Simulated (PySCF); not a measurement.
# TDDFT excited states: C4H12Si3

Species: C4H12Si3.
SMILES: `C=C[SiH2]/C([SiH3])=C/[SiH3]`

Level of theory: TDDFT CAM-B3LYP/def2-SVPD, vertical, gas phase, core orbitals frozen in the response in PySCF 2.14.0, density-fitted response routines. Geometry: GFN2-xTB, one conformer, isolated molecule. GFN2-xTB frequencies show an imaginary mode (27i cm⁻¹), so this geometry is no minimum at that level. Torsions of this conformer, `[CH2:1]=[CH:2][SiH2:3]/[C:4]([SiH3:5])=[CH:6]/[SiH3:7]`: C1–C2–Si3–C4 -5°, C2–Si3–C4–Si5 -66°.

```csv
state,λ (nm),E (eV),f,|μ| (D),"main configurations (H = HOMO, L = LUMO)"
S1,251.9,4.92,0.0004,0.15,H→L (96%)
S2,198.0,6.26,0.407,4.14,H-1→L (95%)
S3,189.9,6.53,0.0039,0.40,H-2→L (81%)
S4,186.7,6.64,0.0009,0.19,"H→L+1 (34%), H-3→L+1 (30%), H-1→L+1 (17%)"
S5,173.9,7.13,0.047,1.31,"H→L+2 (34%), H→L+3 (21%), H-2→L+1 (20%)"
S6,171.5,7.23,0.127,2.16,"H-2→L+1 (30%), H→L+1 (20%), H-1→L+1 (17%)"
S7,171.0,7.25,0.011,0.64,"H-1→L+2 (25%), H→L+2 (18%), H-1→L+3 (15%)"
S8,170.1,7.29,0.0067,0.49,"H-5→L (22%), H-1→L+2 (17%), H→L+1 (14%)"
```

Triplets, Tamm–Dancoff:

```csv
state,E (eV),λ (nm),"main configurations (H = HOMO, L = LUMO)"
T1,3.90,317.9,H-1→L (85%)
T2,4.36,284.5,H-2→L+1 (85%)
T3,4.41,281.2,H→L (94%)
```

The lowest singlet comes at 252 nm (475 kJ/mol) in the ultraviolet; it is dark (f under 0.0005); its leading configuration is HOMO→LUMO (96%). The most intense listed level is S2 at 6.26 eV (198 nm, f = 0.407), 1.34 eV above S1. Löwdin shares by element: HOMO carbon 44% or more, silicon 23% or more (atoms not listed hold the other 33%); LUMO carbon 58% or more, silicon 18% or more (atoms not listed hold the other 24%). Of the 8 states listed, 4 reach f = 0.01 and 1 stays under 0.0005. The listed states span 2.37 eV, and the widest gap between neighbours is 1.34 eV (S1 to S2). The oscillator strengths of these states sum to 0.604; summed over the whole spectrum of an exact calculation they would give the number of electrons, 78 (Thomas–Reiche–Kuhn). The window holds the lowest 8 singlets.
